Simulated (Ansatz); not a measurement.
Basis-set series for CH₈BFSi₂, SMILES `C[SiH](F)B[SiH3]`. Total charge 0; spin multiplicity 1. Geometry: relaxed with PBE0-D4/def2-TZVP. It is one conformer, not always the lowest.

```tsv
functional	basis	functions	energy (Eh)	HOMO (eV)	LUMO (eV)
PBE0-D4	def2-SVP	118	-745.88177	-7.83	-2.88
PBE0-D4	def2-QZVPP	551	-746.31718	-7.83	-2.92
ωB97M-V	def2-SVP	118	-746.17470	-9.91	-0.85
ωB97M-V	def2-QZVPP	551	-746.61813	-9.94	-0.98
```

(1) Give the rows for def2-TZVPP. (Best estimate.)

Answers

(1) The calculation gave: 
```json
{"functional": "PBE0-D4", "basis": "def2-TZVPP", "functions": "289", "energy (Eh)": "-746.28780", "HOMO (eV)": "-7.82", "LUMO (eV)": "-2.91"}
{"functional": "ωB97M-V", "basis": "def2-TZVPP", "functions": "289", "energy (Eh)": "-746.59065", "HOMO (eV)": "-9.93", "LUMO (eV)": "-0.95"}
```

Results of the Gaussian-basis code of Ansatz.
